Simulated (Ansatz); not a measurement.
Cost and result for the atomization energy of C$_{2}$H$_{7}$BFGa, SMILES `FBC[CH2][GaH2]` (12 atoms, 11 bonds).

```xyz
12

F     1.056    2.537    0.700
B     0.740    1.311    0.336
C    -0.564    0.916   -0.402
C    -1.010   -0.496    0.008
Ga    0.599   -1.661    0.090
H     1.573    0.457    0.607
H    -0.271    0.906   -1.466
H    -1.352    1.673   -0.321
H    -1.740   -0.900   -0.699
H    -1.496   -0.474    0.986
H     0.990   -2.477    1.376
H     1.476   -1.793   -1.214
```

The species carries charge 0 and has multiplicity 1. Correlated methods include outer-core shells of Ga, which these sets cover unevenly. Scalar relativity is left out up to krypton. The structure was optimised at the PBE0-D4/def2-TZVP level. It is one conformer, not always the lowest. Program: Ansatz. All runs use 4 threads of an AMD EPYC 9R45 on a shared host. Times are those of one run each, without the atoms' runs, and a repeat can differ threefold. Electronic energies, without spin–orbit coupling; frozen cores. CCSD(T)/CBS adds CCSD(T) − MP2 in def2-TZVPP to the MP2 limit, and its time is that of the two runs behind it. T1 = 0.013. With those shells the extrapolation isn't a true limit. B3LYP takes the VWN-RPA correlation (the form of Gaussian; ORCA's B3LYP/G).

CCSD(T)/CBS is a level of theory with its own doubt, some kJ/mol a heavy atom from the limit and from the frozen cores, so smaller differences don't rank the functionals.

| level | functions | wall time |
| --- | --- | --- |
| revPBE-D4/def2-TZVPP | 270 | 1 s |
| BLYP-D4/def2-TZVPP | 270 | 1.1 s |
| PBE-D4/def2-TZVPP (with forces) | 270 | 1.4 s |
| PBE0-D4/def2-TZVPP | 270 | 1.6 s |
| BHLYP-D4/def2-TZVPP | 270 | 1.6 s |
| CAM-B3LYP-D4/def2-TZVPP | 270 | 1.8 s |
| B3LYP-D4/def2-TZVPP (with forces) | 270 | 2.5 s |
| ωB97X-V/def2-TZVPP | 270 | 3.8 s |
| B97M-V/def2-TZVPP | 270 | 3.9 s |
| CCSD(T)/def2-SVP | 123 | 4.2 s |
| MP2/def2-QZVPP | 527 | 13 s |
| CCSD(T)/def2-TZVPP | 270 | 100 s |
| CCSD(T)/CBS(def2) | – | 120 s |

Task: What atomization energy does each give, and how far from CCSD(T)/CBS? (Best estimate.)

Result: The calculation gave: 
```
                            level  atomization (kJ/mol)  difference from CCSD(T)/CBS  per bond
             revPBE-D4/def2-TZVPP                4249.3                        -41.4      -3.8
               BLYP-D4/def2-TZVPP                4253.7                        -37.0      -3.4
  PBE-D4/def2-TZVPP (with forces)                4348.5                         57.8       5.3
               PBE0-D4/def2-TZVPP                4302.0                         11.3       1.0
              BHLYP-D4/def2-TZVPP                4196.3                        -94.4      -8.6
          CAM-B3LYP-D4/def2-TZVPP                4314.9                         24.2       2.2
B3LYP-D4/def2-TZVPP (with forces)                4281.5                         -9.2      -0.8
               ωB97X-V/def2-TZVPP                4303.9                         13.2       1.2
                B97M-V/def2-TZVPP                4318.2                         27.5       2.5
                 CCSD(T)/def2-SVP                4121.0                       -169.7     -15.4
                   MP2/def2-QZVPP                4318.1                         27.4       2.5
               CCSD(T)/def2-TZVPP                4211.7                        -79.0      -7.2
                CCSD(T)/CBS(def2)                4290.7                          0.0       0.0
```

From PBE to PBE0 (25 % exact exchange), in def2-TZVPP and without D4, the atomization energy moves by −42.8 kJ/mol: exact exchange takes away binding that semilocal exchange gives to molecules. The D4 term adds +38.6 kJ/mol with B3LYP and +20.2 kJ/mol with PBE0; it sums over pairs of atoms, weighted by their polarisabilities, and B3LYP, whose exchange is more repulsive, gets the larger term. In def2-TZVPP, CCSD(T) changes the Hartree–Fock value by +943.0 kJ/mol (the triples alone add +51.0 kJ/mol) and MP2 by +1002.9 kJ/mol; breaking electron pairs costs correlation energy, which Hartree–Fock lacks.
